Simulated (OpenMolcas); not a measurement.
3d along the 19-electron sequence

```yaml
Program: OpenMolcas
Method: CASSCF
Basis: ANO-R2
Scalar_Hamiltonian: X2C, finite nucleus
Spin-orbit_coupling: RASSI with atomic mean-field integrals over the reference wave functions, term energies averaged over their components
```

Active space for each ion: 1 electron in 10 orbitals (3d 4d).

Computed levels in cm-1 above ²D_3/2:

| Level | V4+ | Cr5+ | Mn6+ | Fe7+ |
| --- | --- | --- | --- | --- |
| ²D_5/2 | 588 | 930 | 1317 | 1773 |
| weight of ²D in the lowest level (%) | 100 | 100 | 100 | 100 |

Measured, with the error of the calculation in %. Measured levels: V4+ from Sugar and Corliss, J. Phys. Chem. Ref. Data 7, 1191 (1978); Cr5+ from Sugar and Corliss, J. Phys. Chem. Ref. Data 6, 317 (1977); Mn6+ from Corliss and Sugar, J. Phys. Chem. Ref. Data 6, 1253 (1977); Fe7+ from Corliss and Sugar, J. Phys. Chem. Ref. Data 11, 135 (1982).

| Level | V4+ | Cr5+ | Mn6+ | Fe7+ |
| --- | --- | --- | --- | --- |
| ²D_5/2 | 625 (-5.8) | 940 (-1.0) | 1350 (-2.5) | 1836 (-3.5) |

The fine-structure level ²D_5/2 changes by a factor of 3.02 from V4+ to Fe7+. Its fourth root runs 4.92, 5.52, 6.02, 6.49, with steps per unit of Z of 0.60, 0.50, 0.46; equal steps would mean a (Z - σ)^4 law with constant σ.

With one active electron outside closed inactive shells, the extra shells (4d) add no correlation to the reference. With one active electron the reference holds no correlation, so core polarisation is missing. Measured partners are found by configuration, term and J. A level has none where our copy of the source lacks it or the pairing is in doubt (some pairs that miss far off the trend of their configuration count as doubtful), and it then counts in no deviation. Only configurations of the active space appear.
